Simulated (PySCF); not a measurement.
A run for PySCF: R-HF/3-21G on GeH2O (SMILES [OH][GeH]), a point of a bond scan (R = 0.771 Å).

```python
from pyscf import gto, scf, dft, mp
from pyscf.data.elements import chemcore

mol = gto.M(
    atom='''
    Ge   -0.23528061   -0.20095819    0.24734314
    H    -1.41085702   -0.03172168   -0.85873679
    O     1.02522544    0.68082931   -0.68889534
    H     0.79547163    0.94876526   -1.37384376
    ''',
    basis='3-21g',
    charge=0, spin=0, verbose=3, max_memory=1800)
mf = scf.RHF(mol)
mf.conv_tol = 1e-8
mf.max_cycle = 100
mf.kernel()
if not mf.converged:
    mf = mf.newton().run(mf.mo_coeff, mf.mo_occ)
```

Output:

```
converged SCF energy = -2140.87843865287
```

The run converged.

Cost: roughly 0.24 core-seconds.
